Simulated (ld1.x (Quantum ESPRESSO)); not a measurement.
## u(r) = r·R(r): atom against pseudo-atom (silicon)

Columns: radius, all-electron u(r) and pseudo u(r) of the 3p shell (level -4.38 eV) of silicon in the configuration [Ne] 3s1.5 3p2.5; PBE, scalar-relativistic, TM scheme, ld1.x (Quantum ESPRESSO) 7.5.

```json
{"r (bohr)": "0.095", "all-electron": "0.0962", "pseudo": "-0.0034"}
{"r (bohr)": "0.190", "all-electron": "0.2095", "pseudo": "-0.0134"}
{"r (bohr)": "0.285", "all-electron": "0.2605", "pseudo": "-0.0300"}
{"r (bohr)": "0.380", "all-electron": "0.2525", "pseudo": "-0.0527"}
{"r (bohr)": "0.475", "all-electron": "0.2037", "pseudo": "-0.0811"}
{"r (bohr)": "0.570", "all-electron": "0.1311", "pseudo": "-0.1146"}
{"r (bohr)": "0.665", "all-electron": "0.0470", "pseudo": "-0.1525"}
{"r (bohr)": "0.760", "all-electron": "-0.0404", "pseudo": "-0.1941"}
{"r (bohr)": "0.855", "all-electron": "-0.1259", "pseudo": "-0.2384"}
{"r (bohr)": "0.950", "all-electron": "-0.2063", "pseudo": "-0.2844"}
{"r (bohr)": "1.045", "all-electron": "-0.2800", "pseudo": "-0.3311"}
{"r (bohr)": "1.140", "all-electron": "-0.3460", "pseudo": "-0.3774"}
{"r (bohr)": "1.235", "all-electron": "-0.4042", "pseudo": "-0.4221"}
{"r (bohr)": "1.330", "all-electron": "-0.4550", "pseudo": "-0.4643"}
{"r (bohr)": "1.425", "all-electron": "-0.4985", "pseudo": "-0.5027"}
{"r (bohr)": "1.520", "all-electron": "-0.5351", "pseudo": "-0.5366"}
{"r (bohr)": "1.615", "all-electron": "-0.5649", "pseudo": "-0.5653"}
{"r (bohr)": "1.710", "all-electron": "-0.5885", "pseudo": "-0.5885"}
{"r (bohr)": "1.805", "all-electron": "-0.6062", "pseudo": "-0.6062"}
{"r (bohr)": "1.900", "all-electron": "-0.6187", "pseudo": "-0.6187"}
{"r (bohr)": "1.995", "all-electron": "-0.6265", "pseudo": "-0.6265"}
{"r (bohr)": "2.090", "all-electron": "-0.6301", "pseudo": "-0.6301"}
{"r (bohr)": "2.185", "all-electron": "-0.6301", "pseudo": "-0.6301"}
{"r (bohr)": "2.280", "all-electron": "-0.6269", "pseudo": "-0.6269"}
{"r (bohr)": "2.375", "all-electron": "-0.6210", "pseudo": "-0.6210"}
{"r (bohr)": "2.470", "all-electron": "-0.6127", "pseudo": "-0.6127"}
```

(1) How many radial nodes do the two functions have?

(2) At about which radius was the pseudo-wave matched?

(3) Is the pseudo-wave norm-conserving?

## Answers

(1) The all-electron 3p function has n − l − 1 = 1; the pseudo-wave has 0, since the states of the same l below it are removed with the core.

(2) 1.90 bohr. The columns agree to 0.0005 from 1.61 bohr on; several derivatives are matched, so the curves merge somewhat inside the radius.

(3) Yes: the TM scheme keeps the norm inside the radius equal to the all-electron one, which fixes the energy derivative of the logarithmic derivative at the level.
